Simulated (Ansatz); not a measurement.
`OCOC[SiH3]`, charge 0, multiplicity 1.

Q: Give a relaxed structure at PBE0-D4/def2-TZVP (Ansatz). (An estimate is asked.)

A: Computed: 
Z-matrix (Å, degrees):
```
C
O 1 1.394
O 1 1.397 2 113.1
H 1 1.096 2 111.6 3 118.5
H 1 1.095 2 105.2 3 -122.4
C 2 1.426 1 113.6 3 -68.2
H 3 0.962 1 108.0 2 -63.2
Si 6 1.896 2 112.2 1 -87.1
H 6 1.096 2 110.6 1 38.3
H 6 1.094 2 106.7 1 153.9
H 8 1.486 6 109.8 2 -61.6
H 8 1.488 6 109.2 2 178.6
H 8 1.487 6 111.1 2 58.6
```
This is one stationary point; other conformers may exist.
